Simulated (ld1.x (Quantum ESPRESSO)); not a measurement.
Building the ultrasoft potential for iridium (Ir) (PBE, scalar-relativistic).

ld1.x (Quantum ESPRESSO) 7.5 input, shortened:

```
&input
   title='Ir', zed=77., rel=1, dft='PBE', iswitch=3,
   config='[Xe] 4f14 5d7 6s1 6p1'
 /
 &inputp
   pseudotype=3, tm=.true., lloc=-1, rcloc=2.45,
   nlcc=.true., new_core_ps=.true., rcore=1.75
 /
6
6S  1  0   1.00   0.00  2.00  2.60  0.0
6S  1  0   0.00  -0.15  2.00  2.60  0.0
6P  2  1   1.00   0.00  2.70  3.50  0.0
6P  2  1   0.00   0.50  2.70  3.50  0.0
5D  3  2   7.00   0.00  1.60  1.80  0.0
5D  3  2   0.00   0.45  1.60  1.80  0.0
 &test
   configts(1)='5d7 6s1 6p1'
 /
```

Results:

```json
{"Cutoffs needed": "35 Ry and 55 Ry (the cutoffs (Ry, on a coarse ladder) from which the occupation-weighted sum of valence levels, in a spherical-Bessel basis at the reference potential, stays within 10 and 1 mRy of its value at 400 Ry)", "Ghost test": "no extra level below or beside the all-electron valence levels (s, p, d, f tested) (spherical-Bessel basis up to 400 Ry, 20 bohr box)", "Largest excitation error": "-95 meV (all-electron minus pseudo) for 5d8 6s0 6p0, out of 7 test configurations", "Lowest eigenvalue of the overlap operator": "0.32 (s channel)"}
```

Generation and tests took about 2 s on one core of a shared server CPU.
